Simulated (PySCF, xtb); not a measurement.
Te(Cl)(SiH3) (ClH3SiTe), SMILES Cl[Te][SiH3].

Harmonic wavenumbers (cm⁻¹) from GFN2-xTB in xtb at its own minimum, in rising order: 73, 91, 347, 359, 485, 490, 754, 764, 797, 2278, 2292, 2310.

### Question
What does PBE0-D3(BJ)/def2-SVP (PySCF 2.14.0) give at its own minimum? (An estimate is asked for; the answer gives what the named calculation found.)

### Answer
91, 128, 335, 367, 543, 548, 870, 913, 940, 2229, 2254, 2261. Paired by order, the mean absolute difference is 61 cm⁻¹ and the zero-point energies are 15.8 and 16.4 kcal/mol.
